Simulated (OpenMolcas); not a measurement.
## Levels of Hf by method

```json
{
 "Program": "OpenMolcas",
 "Basis": "ANO-R3 [9s7p7d4f3g1h]",
 "Scalar Hamiltonian": "X2C, finite nucleus",
 "Active space": "2 electrons in 5 orbitals (5d)",
 "State averaging": "2S+1 = 3 even, 10 roots; 2S+1 = 1 even, 15 roots",
 "Spin-orbit coupling": "state interaction with AMFI integrals over the reference wave functions, term energies averaged over their components"
}
```

Methods on the same reference wave functions:
A. CASSCF
B. SS-CASPT2, IPEA 0.25 Eh, imaginary shift 0.1 Eh (closed shells correlated: 5s 5p 6s)

Energies in eV above 5d² 6s² ³F₂, the measured ground level; measured values from NIST Handbook of Basic Atomic Spectroscopic Data.

```json
{"Level": "5d² 6s² ³F₂", "A": "0.0000", "B": "0.0000", "Measured": "0.0000"}
{"Level": "5d² 6s² ³F₃", "A": "0.3173", "B": "0.349", "Measured": "0.2922"}
{"Level": "5d² 6s² ³F₄", "A": "0.6388", "B": "0.660", "Measured": "0.5663"}
{"Level": "5d² 6s² ¹D₂ [65 %]", "A": "1.1666", "B": "0.816", "Measured": "0.6991"}
{"Level": "5d² 6s² ³P₀", "A": "1.1884", "B": "0.956", "Measured": "0.6846"}
{"Level": "5d² 6s² ³P₁", "A": "1.3456", "B": "1.161", "Measured": "0.8149"}
{"Level": "5d² 6s² ³P₂ [68 %]", "A": "1.6860", "B": "1.445", "Measured": "1.1138"}
{"Level": "5d² 6s² ¹G₄", "A": "1.7648", "B": "1.475", "Measured": "1.3059"}
{"Level": "5d² 6s² ¹S₀", "A": "3.7414", "B": "2.553", "Measured": "2.5204"}
```

Deviations, from unrounded energies. A percentage is the sum of absolute deviations over the sum of measured energies, with the sign that they share, or ± where signs differ.

| Against measurement | Levels | A | B |
| --- | --- | --- | --- |
| mean absolute deviation (cm-1) | 8 | 3900 | 1400 |
| fine structure of the ground term (%) | 2 | +11.4 | +17.5 |
| other terms of the ground configuration (%) | 6 | +52.6 | +17.8 |

B lies closest to measurement on these levels. The largest miss of B in the table is 5d² 6s² ³P₁, by +2800 cm-1. The ranking rests on the paired levels alone, and a cruder setting can come out closer through cancelling errors.

From A to B the spin-free energies of the other terms of 5d² 6s² shown, above ³F, scale by factors of 0.46 to 0.79.

The lowest spin-free term lies below A's lowest term by 0.307 hartree in B.

CASPT2 does not keep the components of a term degenerate, so their means are used; among the terms shown or strongly mixed into the levels shown the widest spread is 780 cm-1 (5d² 6s² ¹G, B). Over all roots computed the reference weight is 0.84 to 0.90 in B; the roots of lowest weight are the least certain, and an intruder state may touch them. With the s shell closed, the reference lacks s² → p², s² → d² and s → d mixing, so excited terms can stand far too high and out of order, with CASPT2 too. Without dynamic correlation excited terms often stand tens of per cent too high (terms of higher spin than the ground term too low), and those without a measured partner can miss by more than the paired ones (holds for A). Some levels mix across a computed gap that differs much from the measured one, so their mixing is not that of the real levels (holds for B). Some terms miss by over 15 % even with CASPT2, which points to a basis or an active space too small for the shells correlated (holds for B). Computed and measured levels are paired by configuration, term and J; levels that our copy of the source lacks, or whose pairing is in doubt (as where it misses far off the trend of its configuration), stay unpaired and out of the deviations. Levels of configurations outside the active space are missing.

A share in square brackets marks a mixed level and gives the weight of the term that names it, the lowest over the columns.
